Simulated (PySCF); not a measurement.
Potential energy of GaC⁺ along the bond

Set-up: Ga cc-pVDZ-PP with ECP10, C cc-pVDZ; scalar-relativistic core potentials (PySCF 2.14). Energies in eV from Ga⁺ + C in their ground configurations at the same level. State: ³Π (triplet), unpaired electrons σ ↑, π ↑.

All columns are PBE0. A positive dipole points towards C; it is taken about the centre of mass and depends on that origin.

```
R (Å)  E (eV)  μ (D)  Mulliken charge on Ga (basis-dependent)  HOMO (eV)  LUMO (eV)  Mayer bond order  ⟨S²⟩
2.275  -0.317   0.94                                     0.81     -13.74     -10.93              0.60  2.01
2.381  -0.393   0.86                                     0.82     -13.70     -10.66              0.51  2.01
2.486  -0.434   0.74                                     0.84     -13.64     -10.40              0.44  2.01
2.566  -0.448   0.63                                     0.84     -13.57     -10.21              0.40  2.01
2.645  -0.452   0.51                                     0.85     -13.49     -10.03              0.36  2.01
2.724  -0.448   0.38                                     0.86     -13.39      -9.85              0.33  2.00
2.830  -0.434   0.20                                     0.87     -13.25      -9.63              0.29  2.00
2.962  -0.406  -0.04                                     0.88     -12.99      -9.36              0.25  2.00
3.121  -0.367  -0.32                                     0.89     -12.70      -9.06              0.22  2.00
3.333  -0.310  -0.69                                     0.91     -12.34      -8.70              0.18  2.00
```

A fit through these points gives, at Re = 2.641 Å, μ = 0.51 D and dμ/dR = -1.58 D/Å; the reduced mass is 10.22 u.

Q: How strong is the fundamental in the double-harmonic approximation, I = 42.26·(dμ/dR)²/μred km/mol?

A: I = 42.26·(-1.58)²/10.22 = 10.3 km/mol at PBE0.

Spin–orbit coupling is left out. For an ion De counts to the pair picked by the measured ionisation energies or electron affinities, which need not be the lowest pair at this level. The state was picked by a PBE0 search and need not be the measured ground state.
